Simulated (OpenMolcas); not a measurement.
## Ge+: effect of the IPEA shift

```
Program             : OpenMolcas
Basis               : ANO-RCC-VTZP [6s5p3d1f]
Scalar Hamiltonian  : DKH2, point nucleus
Active space        : 3 electrons in 9 orbitals (RAS2 4s 4p; RAS3 4d, at most 2 electrons)
State averaging     : 2S+1 = 4 odd, 1 root (0 in the spin-orbit step); 2S+1 = 2 odd, 3 roots; 2S+1 = 4 even, 3 roots; 2S+1 = 2 even, 9 roots
Spin-orbit coupling : state interaction with AMFI integrals over the reference wave functions, term energies averaged over their components
```

Methods on the same reference wave functions:
A. RASSCF
B. SS-RASPT2, IPEA 0 Eh, imaginary shift 0.1 Eh (closed shells correlated: 3d)
C. SS-RASPT2, IPEA 0.25 Eh, imaginary shift 0.1 Eh (closed shells correlated: 3d)

Energies in cm-1 above 4s2 4p 2P* 1/2, the measured ground level; measured values from NIST Handbook of Basic Atomic Spectroscopic Data.

```csv
Level,A,B,C,Measured
4s2 4p 2P* 1/2,0.0,0.0,0.0,0.0
4s2 4p 2P* 3/2,1610,1610,1610,1767
4s 4p2 4P 1/2,46721,49963,50013,51576
4s 4p2 4P 3/2,47307,50553,50602,52291
4s 4p2 4P 5/2,48213,51457,51507,53367
4s 4p2 2D 3/2,66971,68800,69006,65016
4s 4p2 2D 5/2,67055,68889,69095,65185
4s 4p2 2S 1/2,86933,86950,87352,85891
4s 4p2 2P 1/2,94101,91940,92360,91016
4s 4p2 2P 3/2,95039,92838,93259,92123
```

Deviations, from unrounded energies. A percentage is the sum of absolute deviations over the sum of measured energies, with the sign that they share, or ± where signs differ.

| Against measurement | Levels | A | B | C |
| --- | --- | --- | --- | --- |
| mean absolute deviation (cm-1) | 9 | 2900 | 1700 | 1900 |
| fine structure of the ground term (%) | 1 | -8.9 | -8.9 | -8.9 |
| other configurations (%) | 8 | ±4.6 | ±2.8 | ±3.0 |

B lies closest to measurement on these levels and A furthest from it. The largest miss of B in the table is 4s 4p2 2D 3/2, by +3800 cm-1. The ranking rests on the paired levels alone, and a cruder setting can come out closer through cancelling errors.

Between B and C the level of the table that moves most is 4s 4p2 2P 3/2, by 420 cm-1 (lowest in B, highest in C).

The lowest spin-free term lies below A's lowest term by 0.399 hartree in B, 0.398 hartree in C.

Some high roots are left out of the spin-orbit mixing, which shifts the levels that they would mix with. Active for correlation alone: 4d; no level in the range computed is led by a configuration that fills it, so any true level of that kind is missing. Without dynamic correlation excited terms often stand tens of per cent too high (terms of higher spin than the ground term too low), and those without a measured partner can miss by more than the paired ones (holds for A). Measured partners are found by configuration, term and J. A level has none where our copy of the source lacks it or the pairing is in doubt (some pairs that miss far off the trend of their configuration count as doubtful), and it then counts in no deviation. Levels of configurations outside the active space are missing.

* marks odd parity.
